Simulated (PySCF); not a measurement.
**Molecular orbitals of RbMg**

revPBE at R = 4.134 Å; basis Rb def2-SVP with ECP28, Mg def2-SVP; scalar-relativistic core potentials; PySCF 2.14. State: ²Σ⁺ (doublet), unpaired electrons σ ↑. Only the outer orbitals are listed, counted within each symmetry, core potentials removing the inner ones.

```csv
spin,orbital,occ.,ε (eV),on Rb (%),main shells (%)
α,4σ,1,-32.37,100,100 Rb s
α,2π,1,-16.12,100,100 Rb p
α,2π,1,-16.12,100,100 Rb p
α,5σ,1,-16.07,100,100 Rb p
α,6σ,1,-4.63,6,94 Mg s
α,7σ,1,-2.43,75,"74 Rb s, 22 Mg p"
α,3π,0,-1.41,34,"66 Mg p, 27 Rb p"
α,3π,0,-1.41,34,"66 Mg p, 27 Rb p"
α,8σ,0,-1.36,44,"55 Mg p, 28 Rb p, 15 Rb s"
β,4σ,1,-32.33,100,100 Rb s
β,2π,1,-16.04,100,100 Rb p
β,2π,1,-16.04,100,100 Rb p
β,5σ,1,-16.00,100,100 Rb p
β,6σ,1,-4.47,4,95 Mg s
β,7σ,0,-1.92,77,"78 Rb s, 19 Mg p"
β,3π,0,-1.30,24,"76 Mg p, 15 Rb p, 8 Rb d"
β,3π,0,-1.30,24,"76 Mg p, 15 Rb p, 8 Rb d"
```

Task: Which are the highest filled and the lowest empty level, where do they sit, and how wide is the gap?

Result: Highest filled α 7σ at -2.43 eV (in %: 74 Rb s, 22 Mg p); lowest empty β 7σ at -1.92 eV (in %: 78 Rb s, 19 Mg p); the gap at revPBE is 0.51 eV.

* bond order (Mayer): 0.47
* ⟨S²⟩: 0.754
* charge on Rb (Mulliken, basis-dependent): 0.15
* charge on Rb (Löwdin, basis-dependent): -0.09
* dipole moment (positive dipole means Rb(−)Mg(+)): -2.15 D

Spin–orbit coupling is left out. The state is the lowest determinant that a PBE0 search found; another state may lie lower at other levels.
